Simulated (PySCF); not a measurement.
**Polarisability of `O=C([O-])/C=C/C(F)=C(F)F`**

Compound: C5H2F3O2 (charge -1).
Numbering: `[O:1]=[C:2]([O-:3])/[CH:4]=[CH:5]/[C:6]([F:7])=[C:8]([F:9])[F:10]` (hydrogens: H11 on C4; H12 on C5)

Cartesian coordinates in Å at the PBE0-D3(BJ)/def2-SVP level; atoms count from 1:
```
atom  x, y, z in Å
O1     3.4320    1.0337   -0.1191
C2     2.5663    0.1760    0.1387
O3     2.6788   -0.9907    0.5623
C4     1.1226    0.6495   -0.1186
C5     0.0757   -0.1691    0.0750
C6    -1.3046    0.1742   -0.1541
F7    -1.5900    1.4145   -0.5836
C8    -2.3589   -0.6384    0.0161
F9    -2.2717   -1.8864    0.4326
F10   -3.6149   -0.2951   -0.2129
H11    0.9862    1.6772   -0.4740
H12    0.3169   -1.1774    0.4311
```

Level: B3LYP/def2-SVPD (PySCF), static field, nuclei fixed, core orbitals frozen in the response. The polarisability tensor in these axes (au):

```
x   130.70  18.48   0.24
y    18.48  78.82  -8.72
z     0.24  -8.72  51.96
```

Give the principal values, the mean and the anisotropy Δα = √{½[(α1 − α2)² + (α2 − α3)² + (α1 − α3)²]}.

Principal values 48.96, 75.84 and 136.68 au; mean 87.16 au = 12.92 Å³ = 14.37 × 10⁻⁴⁰ C²·m²/J; Δα = 77.84 au (89 % of the mean).

Along which axes do the principal values lie, and how far do the nuclei extend along each?

Largest value along (0.95, 0.31, -0.03), where the nuclei span 7.11 Å; middle along (-0.30, 0.90, -0.33), 3.81 Å; least along (-0.08, 0.32, 0.94), 0.06 Å. The response follows the extents in order.

Form Σ f/ω² (atomic units) for the 6 lowest TDDFT singlets, given as eV and f, and set it beside the mean polarisability, which is this sum over all singlets: 3.01, 0.0001; 3.18, 0.0000; 3.78, 0.0076; 4.30, 0.0000; 4.46, 0.0031; 4.73, 0.0001.

They add up to 0.52 au, 0.6 % of the 87.16 au; the largest single term is 0.39 au, from the state at 3.78 eV. Terms in order: 0.01, 0.00, 0.39, 0.00, 0.12, 0.00 au. Higher excitations give the rest. The strengths listed sum to 0.011.

What depolarisation ratio follows for Rayleigh scattering of linearly polarised light, taking the static tensor?

ρ = 3Δα²/(45ᾱ² + 4Δα²) = 18176.3/(341845 + 24235.0) = 0.0497.

Geometry: PBE0-D3(BJ)/def2-SVP, one conformer, isolated ion. The geometry's basis has no diffuse functions.
